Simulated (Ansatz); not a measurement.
Ansatz (a first-principles code) input (HF/6-31G*):

Ansatz 0.2 input:
```yaml
crystal:
  periodic: [false, false, false]
  atoms:
    - {symbol: F, position_ang: [-1.68249177, -0.59641043, 1.48712310]}
    - {symbol: Si, position_ang: [-1.17873739, -0.30353173, -0.04689008]}
    - {symbol: C, position_ang: [0.17851480, 0.78439329, -0.31992266]}
    - {symbol: Si, position_ang: [1.89023161, 0.30346919, -0.53337135]}
    - {symbol: H, position_ang: [-0.93885962, -1.68707716, -0.55360688]}
    - {symbol: H, position_ang: [-2.47506496, 0.15641624, -0.64572220]}
    - {symbol: H, position_ang: [-0.02579258, 1.84935471, -0.26505403]}
    - {symbol: H, position_ang: [2.88793351, 0.61534711, 0.55901959]}
    - {symbol: H, position_ang: [2.05321048, -1.17322569, -0.71751193]}
    - {symbol: H, position_ang: [2.60899113, 0.90139448, -1.71803636]}
basis:
  gaussian:
    orbitals: 6-31G*
hamiltonian:
  xc: {name: HF}
total_charge: -1
phonons: {temperatures: {t_min: 298.15, t_max: 298.15, t_step: 100}}
```

Output:

```
Functional definition: HF
integrals: 0.03 GiB planned
855 factors; integrals over basis functions are off by at most 6.1e-4 eV
mean field: 0.21 GiB planned
mean field evaluation 1: about -19554.2165 eV, gradient 2.3e1 eV
mean field evaluation 2: about -19554.2879 eV, gradient 2.3e1 eV
mean field evaluation 4: about -19555.9926 eV, gradient 3.2e0 eV
mean field evaluation 8: about -19556.0275 eV, gradient 1.3e-1 eV
mean field -19556.02756083 eV, -718.6707573090 hartree, gradient 9.4e-6 eV, S^2 0.000000; 0 other end points of the search recorded, 0 dependent functions left out
the calculation of the forces begins
reference -19556.02756083 eV, -718.6707573090 hartree; 25, 25 occupied and 55, 55 virtual orbitals, 855 factors
these checks for a lower state are left out or cut short: stability, starts, cluster_reference, orbital_swaps, neighbouring_geometries, increment
integrals: 0.03 GiB planned
855 factors; integrals over basis functions are off by at most 6.1e-4 eV
mean field: 0.21 GiB planned
mean field evaluation 16: about -19556.0275 eV, gradient 1.1e-4 eV
mean field -19556.02754274 eV, -718.6707566441 hartree, gradient 2.0e-6 eV, S^2 0.000000; 0 other end points of the search recorded, 0 dependent functions left out
the calculation of the forces begins
reference -19556.02754274 eV, -718.6707566441 hartree; 25, 25 occupied and 55, 55 virtual orbitals, 855 factors
these checks for a lower state are left out or cut short: stability, starts, cluster_reference, orbital_swaps, neighbouring_geometries, increment
integrals: 0.03 GiB planned
855 factors; integrals over basis functions are off by at most 6.1e-4 eV
mean field: 0.21 GiB planned
mean field -19556.02754541 eV, -718.6707567421 hartree, gradient 2.0e-6 eV, S^2 0.000000; 0 other end points of the search recorded, 0 dependent functions left out
the calculation of the forces begins
reference -19556.02754541 eV, -718.6707567421 hartree; 25, 25 occupied and 55, 55 virtual orbitals, 855 factors
these checks for a lower state are left out or cut short: stability, starts, cluster_reference, orbital_swaps, neighbouring_geometries, increment
integrals: 0.03 GiB planned
855 factors; integrals over basis functions are off by at most 6.1e-4 eV
mean field: 0.21 GiB planned
mean field -19556.02754954 eV, -718.6707568939 hartree, gradient 2.1e-6 eV, S^2 0.000000; 0 other end points of the search recorded, 0 dependent functions left out
the calculation of the forces begins
reference -19556.02754954 eV, -718.6707568939 hartree; 25, 25 occupied and 55, 55 virtual orbitals, 855 factors
these checks for a lower state are left out or cut short: stability, starts, cluster_reference, orbital_swaps, neighbouring_geometries, increment
integrals: 0.03 GiB planned
855 factors; integrals over basis functions are off by at most 6.1e-4 eV
mean field: 0.21 GiB planned
mean field evaluation 32: about -19556.0275 eV, gradient 6.6e-2 eV
mean field -19556.02755003 eV, -718.6707569121 hartree, gradient 1.8e-6 eV, S^2 0.000000; 0 other end points of the search recorded, 0 dependent functions left out
the calculation of the forces begins
reference -19556.02755003 eV, -718.6707569121 hartree; 25, 25 occupied and 55, 55 virtual orbitals, 855 factors
these checks for a lower state are left out or cut short: stability, starts, cluster_reference, orbital_swaps, neighbouring_geometries, increment
integrals: 0.03 GiB planned
855 factors; integrals over basis functions are off by at most 6.1e-4 eV
mean field: 0.21 GiB planned
mean field -19556.02748026 eV, -718.6707543482 hartree, gradient 2.7e-6 eV, S^2 0.000000; 0 other end points of the search recorded, 0 dependent functions left out
the calculation of the forces begins
reference -19556.02748026 eV, -718.6707543482 hartree; 25, 25 occupied and 55, 55 virtual orbitals, 855 factors
these checks for a lower state are left out or cut short: stability, starts, cluster_reference, orbital_swaps, neighbouring_geometries, increment
integrals: 0.03 GiB planned
855 factors; integrals over basis functions are off by at most 6.1e-4 eV
mean field: 0.21 GiB planned
mean field -19556.02747551 eV, -718.6707541736 hartree, gradient 2.7e-6 eV, S^2 0.000000; 0 other end points of the search recorded, 0 dependent functions left out
the calculation of the forces begins
reference -19556.02747551 eV, -718.6707541736 hartree; 25, 25 occupied and 55, 55 virtual orbitals, 855 factors
these checks for a lower state are left out or cut short: stability, starts, cluster_reference, orbital_swaps, neighbouring_geometries, increment
integrals: 0.03 GiB planned
855 factors; integrals over basis functions are off by at most 6.1e-4 eV
mean field: 0.21 GiB planned
mean field -19556.02743082 eV, -718.6707525311 hartree, gradient 2.8e-6 eV, S^2 0.000000; 0 other end points of the search recorded, 0 dependent functions left out
[...]
reference -19556.02752822 eV, -718.6707561106 hartree; 25, 25 occupied and 55, 55 virtual orbitals, 855 factors
these checks for a lower state are left out or cut short: stability, starts, cluster_reference, orbital_swaps, neighbouring_geometries, increment
integrals: 0.03 GiB planned
855 factors; integrals over basis functions are off by at most 6.1e-4 eV
mean field: 0.21 GiB planned
mean field -19556.02755335 eV, -718.6707570342 hartree, gradient 2.3e-6 eV, S^2 0.000000; 0 other end points of the search recorded, 0 dependent functions left out
the calculation of the forces begins
reference -19556.02755335 eV, -718.6707570342 hartree; 25, 25 occupied and 55, 55 virtual orbitals, 855 factors
these checks for a lower state are left out or cut short: stability, starts, cluster_reference, orbital_swaps, neighbouring_geometries, increment
integrals: 0.03 GiB planned
855 factors; integrals over basis functions are off by at most 6.1e-4 eV
mean field: 0.21 GiB planned
mean field -19556.02754995 eV, -718.6707569090 hartree, gradient 2.2e-6 eV, S^2 0.000000; 0 other end points of the search recorded, 0 dependent functions left out
the calculation of the forces begins
reference -19556.02754995 eV, -718.6707569090 hartree; 25, 25 occupied and 55, 55 virtual orbitals, 855 factors
these checks for a lower state are left out or cut short: stability, starts, cluster_reference, orbital_swaps, neighbouring_geometries, increment
integrals: 0.03 GiB planned
855 factors; integrals over basis functions are off by at most 6.1e-4 eV
mean field: 0.21 GiB planned
mean field -19556.02750524 eV, -718.6707552661 hartree, gradient 1.0e-6 eV, S^2 0.000000; 0 other end points of the search recorded, 0 dependent functions left out
the calculation of the forces begins
reference -19556.02750524 eV, -718.6707552661 hartree; 25, 25 occupied and 55, 55 virtual orbitals, 855 factors
these checks for a lower state are left out or cut short: stability, starts, cluster_reference, orbital_swaps, neighbouring_geometries, increment
integrals: 0.03 GiB planned
855 factors; integrals over basis functions are off by at most 6.2e-4 eV
mean field: 0.21 GiB planned
mean field evaluation 320: about -19556.0275 eV, gradient 5.3e-2 eV
mean field -19556.02750598 eV, -718.6707552933 hartree, gradient 9.0e-7 eV, S^2 0.000000; 0 other end points of the search recorded, 0 dependent functions left out
the calculation of the forces begins
reference -19556.02750598 eV, -718.6707552933 hartree; 25, 25 occupied and 55, 55 virtual orbitals, 855 factors
these checks for a lower state are left out or cut short: stability, starts, cluster_reference, orbital_swaps, neighbouring_geometries, increment
integrals: 0.03 GiB planned
855 factors; integrals over basis functions are off by at most 6.1e-4 eV
mean field: 0.21 GiB planned
mean field -19556.02755481 eV, -718.6707570878 hartree, gradient 2.0e-6 eV, S^2 0.000000; 0 other end points of the search recorded, 0 dependent functions left out
the calculation of the forces begins
reference -19556.02755481 eV, -718.6707570878 hartree; 25, 25 occupied and 55, 55 virtual orbitals, 855 factors
these checks for a lower state are left out or cut short: stability, starts, cluster_reference, orbital_swaps, neighbouring_geometries, increment
integrals: 0.03 GiB planned
855 factors; integrals over basis functions are off by at most 6.1e-4 eV
mean field: 0.21 GiB planned
mean field -19556.02755071 eV, -718.6707569371 hartree, gradient 2.1e-6 eV, S^2 0.000000; 0 other end points of the search recorded, 0 dependent functions left out
the calculation of the forces begins
reference -19556.02755071 eV, -718.6707569371 hartree; 25, 25 occupied and 55, 55 virtual orbitals, 855 factors
these checks for a lower state are left out or cut short: stability, starts, cluster_reference, orbital_swaps, neighbouring_geometries, increment
integrals: 0.03 GiB planned
855 factors; integrals over basis functions are off by at most 6.1e-4 eV
mean field: 0.21 GiB planned
mean field -19556.02754064 eV, -718.6707565670 hartree, gradient 1.1e-6 eV, S^2 0.000000; 0 other end points of the search recorded, 0 dependent functions left out
the calculation of the forces begins
reference -19556.02754064 eV, -718.6707565670 hartree; 25, 25 occupied and 55, 55 virtual orbitals, 855 factors
these checks for a lower state are left out or cut short: stability, starts, cluster_reference, orbital_swaps, neighbouring_geometries, increment
integrals: 0.03 GiB planned
855 factors; integrals over basis functions are off by at most 6.1e-4 eV
mean field: 0.21 GiB planned
mean field -19556.02754379 eV, -718.6707566826 hartree, gradient 1.1e-6 eV, S^2 0.000000; 0 other end points of the search recorded, 0 dependent functions left out
the calculation of the forces begins
reference -19556.02754379 eV, -718.6707566826 hartree; 25, 25 occupied and 55, 55 virtual orbitals, 855 factors
these checks for a lower state are left out or cut short: stability, starts, cluster_reference, orbital_swaps, neighbouring_geometries, increment
integrals: 0.03 GiB planned
855 factors; integrals over basis functions are off by at most 6.1e-4 eV
mean field: 0.21 GiB planned
mean field evaluation 352: about -19556.0275 eV, gradient 3.9e-5 eV
mean field -19556.02754789 eV, -718.6707568333 hartree, gradient 2.1e-6 eV, S^2 0.000000; 0 other end points of the search recorded, 0 dependent functions left out
the calculation of the forces begins
reference -19556.02754789 eV, -718.6707568333 hartree; 25, 25 occupied and 55, 55 virtual orbitals, 855 factors
these checks for a lower state are left out or cut short: stability, starts, cluster_reference, orbital_swaps, neighbouring_geometries, increment
integrals: 0.03 GiB planned
855 factors; integrals over basis functions are off by at most 6.1e-4 eV
mean field: 0.21 GiB planned
mean field -19556.02754512 eV, -718.6707567315 hartree, gradient 2.0e-6 eV, S^2 0.000000; 0 other end points of the search recorded, 0 dependent functions left out
the calculation of the forces begins
reference -19556.02754512 eV, -718.6707567315 hartree; 25, 25 occupied and 55, 55 virtual orbitals, 855 factors
these checks for a lower state are left out or cut short: stability, starts, cluster_reference, orbital_swaps, neighbouring_geometries, increment
integrals: 0.03 GiB planned
855 factors; integrals over basis functions are off by at most 6.1e-4 eV
mean field: 0.21 GiB planned
mean field -19556.02752433 eV, -718.6707559675 hartree, gradient 2.9e-6 eV, S^2 0.000000; 0 other end points of the search recorded, 0 dependent functions left out
the calculation of the forces begins
reference -19556.02752433 eV, -718.6707559675 hartree; 25, 25 occupied and 55, 55 virtual orbitals, 855 factors
these checks for a lower state are left out or cut short: stability, starts, cluster_reference, orbital_swaps, neighbouring_geometries, increment
integrals: 0.03 GiB planned
855 factors; integrals over basis functions are off by at most 6.1e-4 eV
mean field: 0.21 GiB planned
mean field -19556.02752541 eV, -718.6707560072 hartree, gradient 3.0e-6 eV, S^2 0.000000; 0 other end points of the search recorded, 0 dependent functions left out
the calculation of the forces begins
reference -19556.02752541 eV, -718.6707560072 hartree; 25, 25 occupied and 55, 55 virtual orbitals, 855 factors
Total energy: -19556.02756083 eV, -718.6707573090 hartree
Atom 0 at    -1.682492    -0.596410     1.487123 Å, force    -0.000539    -0.000106     0.000812 eV/Å
Atom 1 at    -1.178737    -0.303532    -0.046890 Å, force     0.000341    -0.000007    -0.002127 eV/Å
Atom 2 at     0.178515     0.784393    -0.319923 Å, force     0.000252     0.000567    -0.000637 eV/Å
Atom 3 at     1.890232     0.303469    -0.533371 Å, force    -0.000539    -0.000065    -0.000530 eV/Å
Atom 4 at    -0.938860    -1.687077    -0.553607 Å, force     0.000411    -0.000917     0.000480 eV/Å
Atom 5 at    -2.475065     0.156416    -0.645722 Å, force     0.000609     0.000949     0.000910 eV/Å
Atom 6 at    -0.025793     1.849355    -0.265054 Å, force    -0.000308    -0.000061     0.000191 eV/Å
Atom 7 at     2.887934     0.615347     0.559020 Å, force    -0.000279    -0.000848     0.000266 eV/Å
Atom 8 at     2.053210    -1.173226    -0.717512 Å, force     0.000683    -0.000068     0.000817 eV/Å
Atom 9 at     2.608991     0.901394    -1.718036 Å, force    -0.000630     0.000556    -0.000183 eV/Å
Dipole moment:    -0.150734    -0.017759     0.045670 e Å
Vibrations: 89.08 116.18 197.47 312.43 479.49 610.28 635.46 767.99 824.87 868.68 937.48 990.47 1018.53 1032.36 1052.38 1081.99 1137.17 1244.60 2112.94 2176.89 2215.05 2245.62 2278.91 3230.62 cm⁻¹, zero-point energy 1.714512 eV
```

The blocks after the first are displaced geometries, from whose forces the wavenumbers follow.

The dipole moment of an ion depends on the origin.
